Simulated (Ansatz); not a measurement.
Ca4⁺. The state is a quartet with charge 1. Geometry r2SCAN/def2-TZVP; atoms count from 1.

```
atom   x (Å)   y (Å)   z (Å)
 Ca1   2.180  -0.006  -0.493
 Ca2  -1.016  -1.275  -1.530
 Ca3  -1.086   1.949  -0.109
 Ca4  -0.078  -0.669   2.132
```

At PBE0/def2-TZVP a doublet of charge 1 lies 0.69 eV below the quartet, each at its own geometry. The structure comes from a short search, and lower isomers may exist.

(1) Estimate the Mulliken populations from the PBE0/def2-TZVP orbitals of Ansatz.

(2) Where does the spin sit?

(3) And the Mayer bond orders between bonded heavy atoms (over 0.3)?

## Answers

(1) 
| atom | charge (e) | spin (α − β) |
| --- | --- | --- |
| Ca1 | 0.25 | 0.75 |
| Ca2 | 0.25 | 0.75 |
| Ca3 | 0.25 | 0.75 |
| Ca4 | 0.25 | 0.75 |
Mulliken values and Mayer orders depend strongly on the basis.

(2) Summed by element: Ca 3.00, of 3 unpaired in all. Largest on single atoms: Ca3 0.75, Ca1 0.75, Ca4 0.75.

(3) Ca1–Ca2 0.63 (3.59 Å); Ca1–Ca3 0.52 (3.83 Å); Ca1–Ca4 0.84 (3.53 Å); Ca2–Ca3 0.84 (3.52 Å); Ca2–Ca4 0.52 (3.83 Å); Ca3–Ca4 0.64 (3.59 Å).
